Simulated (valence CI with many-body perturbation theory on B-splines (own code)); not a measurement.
# Ti II in three bases

Computed by relativistic CI+MBPT: three valence electrons over a frozen Dirac-Fock core [Ar], a basis of 7 s, 7 p, 8 d, 6 f, 4 g, 1 h functions for each j, with the one-electron correlation potential Σ1 (screened to all orders), the two-electron term Σ2, the three-electron term Σ3, Breit, model QED; selected single and double excitations, second order for the rest, scaled by the run's own slope (own B-spline code, finite nucleus).

Against 31 measured levels this calculation errs by 454 cm⁻¹ on average and by 1245 at most. Only levels of the ground parity were solved; by the run's estimate the other parity begins above the list, which can be wrong where configurations are misplaced.

The reference run has the lowest level 3d²4s ⁴F_3/2 and an ionisation energy of 13.4722 eV. Its largest variational space holds 13115 state functions.

Changed runs:
A. basis 6 s, 6 p, 5 d, 5 f, 1 g
B. basis 5 s, 5 p, 4 d, 4 f

Excitation energies of the reference run in cm⁻¹, and shifts in cm⁻¹:

```
                 Level  Reference        A        B
          3d²4s ⁴F_5/2       93.3     -0.7     -0.6
          3d²4s ⁴F_7/2        224     -1.6     -1.1
          3d²4s ⁴F_9/2        390     -2.4     -1.7
            3d³ ⁴F_3/2       1352     +703     +725
            3d³ ⁴F_5/2       1426     +702     +724
            3d³ ⁴F_7/2       1528     +700     +723
            3d³ ⁴F_9/2       1654     +698     +721
          3d²4s ²F_5/2       4649      +33     +119
          3d²4s ²F_7/2       4915      +31     +118
          3d²4s ²D_3/2       8994     +362     +568
          3d²4s ²D_5/2       9031     +348     +554
            3d³ ²G_7/2       9383     +775    +1105
Ionisation energy (eV)    13.4722  -0.0226  -0.0333
```
